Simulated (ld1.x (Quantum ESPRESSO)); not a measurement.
# Scattering properties, PAW potential for caesium (Cs)

```
Element                 : caesium
Generator               : ld1.x (Quantum ESPRESSO) 7.5
Type                    : PAW
Functional              : LDA (PZ)
Relativity              : fully relativistic
Frozen core             : [Kr] 4d10
Valence charge          : 9
Reference configuration : 5s2 5p6 5d0 6s1 6p0
Partial waves           : 5s (bound): rcut 2.25, rcutus 2.30 bohr; 6s (bound): rcut 2.25, rcutus 2.30 bohr; 5p (bound): rcut 2.75, rcutus 3.05 bohr; 6p (bound, empty): rcut 2.75, rcutus 3.05 bohr; 5d (bound, empty): rcut 3.40, rcutus 4.30 bohr; 5d channel at 5 Ry: rcut 3.40, rcutus 4.30 bohr
Local potential         : all-electron potential smoothed inside 1.85 bohr (lloc = -1)
Core correction         : Bessel-smoothed model core, default radius (core density twice the valence density)
Augmentation charge     : BESSEL, radius 2.45 bohr
```

Open shells are filled in proportion to 2j + 1 (rel_dist='average').

The phase is arctan(r·u′/u) with u = r·R(r), unwrapped; energies in Ry, scanned from -4 to 5 Ry. A pole is an energy at which the radial function vanishes at the test radius. The pseudo phase is shifted by a multiple of π to meet the all-electron one at the reference energy, and phase errors are pseudo minus all-electron; the curves can meet again beyond the range given. Levels narrower than the energy grid can be missing from the lists of poles.

For each channel, where are the poles, and over which energies does the pseudopotential scatter like the atom?

```
channel  radius (bohr)  reference energy (Ry)  poles, all-electron      poles, pseudo  unbroken range about the reference energy with phases within 0.05 rad  phase error 1 Ry above the reference energy (rad)
   p1/2           4.65                  -0.06    -1.06, 1.10, 4.17  -1.06, 1.06, 3.38                                                              below 1.7                                             -0.008
   p3/2           4.65                  -0.06    -0.94, 1.20, 4.32  -0.94, 1.17, 3.65                                                              below 1.9                                             -0.003
   d3/2           4.65                  -0.04           0.27, 2.27        -3.48, 0.46                                                            -0.1 to 0.1                                             +0.698
   d5/2           4.65                  -0.03           0.28, 2.29        -3.28, 0.49                                                            -0.2 to 0.1                                             +0.639
```

The ghost test of this file was not conclusive.

Phases in the d5/2 channel:

```tsv
E (Ry)	all-electron	pseudo
-4.00	1.463	4.583
-3.76	1.459	4.559
-3.52	1.456	4.429
-3.28	1.451	1.571
-3.04	1.447	1.499
-2.80	1.441	1.478
-2.56	1.435	1.466
-2.32	1.428	1.456
-2.08	1.420	1.447
-1.84	1.410	1.437
-1.60	1.398	1.426
-1.36	1.383	1.413
-1.12	1.362	1.395
-0.88	1.332	1.370
-0.64	1.284	1.327
-0.40	1.186	1.236
-0.16	0.806	0.856
0.08	-1.189	-1.137
0.32	-1.605	-1.498
0.56	-1.762	-1.590
0.80	-1.962	-1.638
1.04	-2.630	-1.671
1.28	-4.085	-1.700
1.52	-4.463	-1.729
1.76	-4.590	-1.762
2.00	-4.657	-1.804
2.24	-4.703	-1.863
2.48	-4.742	-1.955
2.72	-4.779	-2.125
2.96	-4.824	-2.512
3.20	-4.890	-3.358
3.44	-5.021	-4.040
3.68	-5.494	-4.321
3.92	-7.109	-4.454
4.16	-7.565	-4.530
4.40	-7.691	-4.581
4.64	-7.752	-4.618
4.88	-7.788	-4.648
```
